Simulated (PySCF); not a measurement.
Cartesian coordinates in Å; atom numbers follow the order of the lines, from 1:
```xyz
21

C    -2.8531   -1.0351    0.5941
C    -2.1415    0.0365    0.2394
C    -2.7415    1.4104    0.2007
C    -0.7466   -0.0814   -0.1258
C     0.1667    0.8398   -0.4930
F    -0.0251    2.1772   -0.6177
Si    1.5725   -0.3912   -0.7909
O     2.7938   -0.5089    0.2588
C     4.0302    0.1459    0.2696
C     0.0519   -1.3716   -0.1756
H    -2.4236   -2.0208    0.6232
H    -3.8921   -0.9569    0.8656
H    -2.2043    2.0739    0.8763
H    -2.6600    1.8283   -0.8015
H    -3.7891    1.3842    0.4892
H     2.0101   -0.5109   -2.1795
H     3.8961    1.2182    0.4225
H     4.5609   -0.0114   -0.6716
H     4.6183   -0.2655    1.0902
H    -0.3688   -2.0933   -0.8714
H     0.1365   -1.8503    0.7968
```

One computed conformer, averaged over atoms made equivalent by symmetry, fast rotation or ring inversion, gas phase, relativity neglected. GIAO PBE0/pcSseg-1 shieldings; geometry: GFN2-xTB; PySCF 2.14.0 with density-fitted response routines.

Referencing at the same level of theory: TMS for ¹³C (186.93 ppm), ¹H (31.72 ppm), ²⁹Si (349.16 ppm); ¹⁹F (170.95 ppm) vs CFCl3; ¹⁷O (336.08 ppm) against H2O.

| atoms | nucleus | count | Hirshfeld charge | δ (ppm) |
| --- | --- | --- | --- | --- |
| H17/H18/H19 | ¹H | 3 | 0.05 | 4.00 |
| C2 | ¹³C | 1 | 0.01 | 147.1 |
| H20 | ¹H | 1 | 0.03 | ? |
| H12 | ¹H | 1 | 0.05 | 5.37 |
| C3 | ¹³C | 1 | -0.12 | 25.0 |
| C5 | ¹³C | 1 | -0.03 | 173.7 |
| C9 | ¹³C | 1 | -0.03 | 54.2 |
| H16 | ¹H | 1 | -0.08 | 5.49 |
| H13/H14/H15 | ¹H | 3 | 0.04 | ? |
| C4 | ¹³C | 1 | -0.01 | 143.2 |
| F6 | ¹⁹F | 1 | -0.09 | -87.9 |
| Si7 | ²⁹Si | 1 | 0.42 | ? |
| H21 | ¹H | 1 | 0.04 | 1.42 |
| C1 | ¹³C | 1 | -0.10 | ? |
| C10 | ¹³C | 1 | -0.17 | 15.6 |
| H11 | ¹H | 1 | 0.04 | 5.24 |
| O8 | ¹⁷O | 1 | -0.22 | ? |

Question: Fill in the missing shifts.

Answer: 
- C1: 122.5 ppm, terminal =CH2 carbon; the olefinic region
- H13/H14/H15: 2.24 ppm, hydrogen on an allylic methyl carbon; allylic position
- H20: 1.31 ppm, hydrogen on an allylic sp3 CH2 bonded to Si
- Si7: -17.5 ppm, silicon bonded to 2 C, O, H, in a 4-membered ring
- O8: 25.4 ppm, oxygen bonded to C, Si

Shifts are as computed. Against solution values, carbons near 30 ppm lie about +3 ppm off and those near 130 ppm about +5 ppm. Of 1211 compounds with measured shifts, 218 miss one by over three times the rms of a fit or turn the order of signals round; such compounds aren't used in these exercises. Unscaled 19F shifts against computed CFCl3 carry errors that often reach 10 to 50 ppm. Experimental scales use liquid or dissolved standards, which lie at an offset from isolated H2O (liquid H2O: subtract about 36 ppm).
